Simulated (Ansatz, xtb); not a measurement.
Relative energy of two isomers of C4H2N2O

Structure I: `N#CC1(C#N)CO1`, a singlet. Structure II: `N#C[C@@H]1O[C@@H]1C#N`, a singlet. Both are isolated molecules in the gas phase, relaxed with PBE-D3(BJ)/def2-SVP.

Problem. Estimate which is lower in electronic energy at CCSD(T)/def2-SVP + ΔMP2/def2-TZVPP, and by roughly how much.

Solution. CCSD(T)/def2-SVP + ΔMP2/def2-TZVPP gives E(II) − E(I) = −7.90 kJ/mol, favouring structure II, but this leans on the basis-set step: CCSD(T) alone gives −3.64 kJ/mol.

Level by level:

| level | geometry | E(II) − E(I) (kJ/mol) | departure from the last row (kJ/mol) | job, with rough time for the two |
| --- | --- | --- | --- | --- |
| GFN2-xTB | GFN2-xTB | −4.08 | +3.82 | optimisation, 0.18 s |
| HF/STO-3G | GFN2-xTB | −6.46 | +1.44 | single point, 0.56 s |
| r2SCAN-D4/def2-SVP | GFN2-xTB | −9.95 | −2.05 | single point, 2.8 s |
| PBE-D3(BJ)/def2-SVP | PBE-D3(BJ)/def2-SVP | −9.37 | −1.47 | optimisation, 17 s |
| HF/def2-SVP | PBE-D3(BJ)/def2-SVP | −9.08 | −1.17 | part of the CCSD(T) run |
| MP2/def2-SVP | PBE-D3(BJ)/def2-SVP | −3.40 | +4.50 | part of the CCSD(T) run |
| CCSD(T)/def2-SVP | PBE-D3(BJ)/def2-SVP | −3.64 | +4.26 | single point |
| CCSD(T)/def2-SVP + ΔMP2/def2-TZVPP | PBE-D3(BJ)/def2-SVP | −7.90 |  | single point, 32 s |

As drawn, both hold the same kinds of bond in the same numbers.

The largest departure from CCSD(T)/def2-SVP + ΔMP2/def2-TZVPP is that of MP2/def2-SVP, 4.50 kJ/mol. The last row adds to CCSD(T) the change of the MP2 difference between the two basis sets, here −4.26 kJ/mol.

With harmonic frequencies from PBE-D3(BJ)/def2-SVP (ideal gas, rigid rotor, one conformer each, 298.15 K, 1 atm): on the last row, ΔE + ΔZPE = −7.56, ΔH = −7.59, ΔG = −8.07 kJ/mol.

The correlated steps freeze 7 core orbitals. Mirror images aren't counted in ΔG. Programs: Ansatz 0.2.0, xtb 6.7.1; the last row on 2 threads of Intel(R) Xeon(R) Platinum 8488C (Sapphire Rapids) on a shared host.
